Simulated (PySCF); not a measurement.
# CH10NPSi2

CH10NPSi2 is a small molecule, neutral, singlet. The structure, one conformer, was relaxed in the gas phase by PBE0-D3(BJ)/def2-SVP. No frequency run checks that it is a minimum.

SMILES: C[SiH](N)P[SiH3]

```
atom   x (Å)   y (Å)   z (Å)
 Si1  -0.407  -0.767  -0.289
  C2   1.403  -1.173  -0.035
  N3  -1.350  -2.139   0.191
  P4  -1.168   0.953   0.976
 Si5  -0.060   2.576  -0.134
  H6  -0.594  -0.307  -1.710
  H7   1.702  -2.025  -0.668
  H8   1.591  -1.444   1.015
  H9   2.042  -0.317  -0.300
 H10  -2.351  -2.029   0.307
 H11  -1.131  -3.057  -0.181
 H12  -0.194   0.805   2.012
 H13   0.077   3.764   0.761
 H14   1.306   2.182  -0.606
 H15  -0.876   2.954  -1.327
```

Shieldings: GIAO PBE0/pcSseg-1. Shifts are against computed references at the same level: C TMS (σ 184.4 ppm), H TMS (σ 31.27 ppm), Si TMS (σ 352.0 ppm). Core levels by delta-SCF with SCAN, pcX-2 on the ionised atom and pcseg-1 elsewhere, spin-free X2C (2p3/2 is the spin-free 2p value less a third of a first-order spin-orbit splitting); from the vacuum level, for chosen atoms.

Give the NMR and core-level values of the distinct atoms.


```json
{"atoms": "Si1", "bonded to": "1 C + 1 N + 1 P + 1 H", "σ (ppm)": "359.8", "δ (ppm)": "-7.8", "core level (eV)": "2p3/2 106.54"}
{"atoms": "C2", "bonded to": "1 Si + 3 H", "σ (ppm)": "184.4", "δ (ppm)": "0.0", "core level (eV)": "1s 290.13"}
{"atoms": "N3", "bonded to": "1 Si + 2 H", "σ (ppm)": "244.5", "δ (ppm)": "-", "core level (eV)": "1s 404.52"}
{"atoms": "P4", "bonded to": "2 Si + 1 H", "σ (ppm)": "614.9", "δ (ppm)": "-", "core level (eV)": "2p3/2 135.55"}
{"atoms": "Si5", "bonded to": "1 P + 3 H", "σ (ppm)": "427.5", "δ (ppm)": "-75.6", "core level (eV)": "2p3/2 106.60"}
{"atoms": "H6", "bonded to": "1 Si", "σ (ppm)": "26.12", "δ (ppm)": "5.14", "core level (eV)": "-"}
{"atoms": "H7 H8 H9", "bonded to": "1 C", "σ (ppm)": "30.91", "δ (ppm)": "0.36", "core level (eV)": "-"}
{"atoms": "H10", "bonded to": "1 N", "σ (ppm)": "30.96", "δ (ppm)": "0.31", "core level (eV)": "-"}
{"atoms": "H11", "bonded to": "1 N", "σ (ppm)": "31.13", "δ (ppm)": "0.14", "core level (eV)": "-"}
{"atoms": "H12", "bonded to": "1 P", "σ (ppm)": "30.37", "δ (ppm)": "0.90", "core level (eV)": "-"}
{"atoms": "H13 H14 H15", "bonded to": "1 Si", "σ (ppm)": "27.26", "δ (ppm)": "4.00", "core level (eV)": "-"}
```

Values are those of this one static structure, with the three H of a rotating XH3 group averaged; atoms that internal rotation interchanges would show their mean in an NMR spectrum.

By CAM-B3LYP/def2-SVPD (TDDFT singlets, Tamm-Dancoff triplets, ionisation by delta-SCF), where does absorption start, and what does vertical ionisation take?

The lowest singlet lies at 6.19 eV (f 0.010), the strongest of the first 6 at 6.89 eV (f 0.108), the lowest triplet at 5.47 eV; vertical ionisation takes 9.02 eV.
